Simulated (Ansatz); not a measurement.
Reaction (SMILES): [SeH] (SeH) → [SeH-] (an electron is taken up)
B3LYP-D3(BJ)/def2-TZVP geometries, fixed; electronic energies without zero-point terms; positive where energy is released.
Largest species:
```
Se
H 1 1.4749
```
Charge 0, spin multiplicity 2.

Basis-set convergence of the adiabatic electron affinity at CCSD(T) with Ansatz (a first-principles code). All functions are spherical. Cores are frozen (with 3d on Ga to Br). Open shells are unrestricted. No added dispersion term, no relativity. Functions are those of the species that has most. Reference: Hartree-Fock in aug-cc-pVQZ plus the correlation part extrapolated as X^-3 from aug-cc-pVTZ and aug-cc-pVQZ, 2.357 eV, itself unsure by roughly 0.019 eV (a third of the extrapolation step and of the last Hartree-Fock step). Deviations are taken from unrounded values.

| basis | functions | adiabatic electron affinity (eV) |
|---|---|---|
| cc-pVDZ | 32 | 1.233 |
| aug-cc-pVDZ | 45 | 2.113 |
| pcseg-1 | 32 | 1.402 |
| aug-pcseg-1 | 45 | 2.138 |
| def2-SVP | 37 | 1.203 |
| def2-SVPD | 49 | 2.110 |
| def2-TZVP | 54 | 1.916 |
| def2-TZVPD | 66 | 2.173 |
| cc-pVTZ | 57 | 1.929 |
| aug-cc-pVTZ | 82 | 2.232 |
| pcseg-2 | 57 | 1.964 |
| aug-pcseg-2 | 82 | 2.214 |
| def2-TZVPP | 62 | 1.937 |
| def2-TZVPPD | 74 | 2.183 |
| cc-pVQZ | 98 | 2.181 |
| aug-cc-pVQZ | 139 | 2.303 |
| pcseg-3 | 101 | 2.198 |
| aug-pcseg-3 | 142 | 2.282 |
| def2-QZVPP | 119 | 2.130 |
| def2-QZVPPD | 131 | 2.268 |

What the diffuse functions change, pair by pair:
- cc-pVDZ to aug-cc-pVDZ: 13 more functions, deviation -1.124 to -0.244 eV
- pcseg-1 to aug-pcseg-1: 13 more functions, deviation -0.955 to -0.218 eV
- def2-SVP to def2-SVPD: 12 more functions, deviation -1.153 to -0.247 eV
- def2-TZVP to def2-TZVPD: 12 more functions, deviation -0.441 to -0.184 eV
- cc-pVTZ to aug-cc-pVTZ: 25 more functions, deviation -0.428 to -0.125 eV
- pcseg-2 to aug-pcseg-2: 25 more functions, deviation -0.393 to -0.143 eV
- def2-TZVPP to def2-TZVPPD: 12 more functions, deviation -0.420 to -0.174 eV
- cc-pVQZ to aug-cc-pVQZ: 41 more functions, deviation -0.176 to -0.054 eV
- pcseg-3 to aug-pcseg-3: 41 more functions, deviation -0.159 to -0.074 eV
- def2-QZVPP to def2-QZVPPD: 12 more functions, deviation -0.227 to -0.089 eV

Leaving out the reference's own pair, they bring the value nearer the reference by more than 0.019 eV in 9 of 9 pairs.
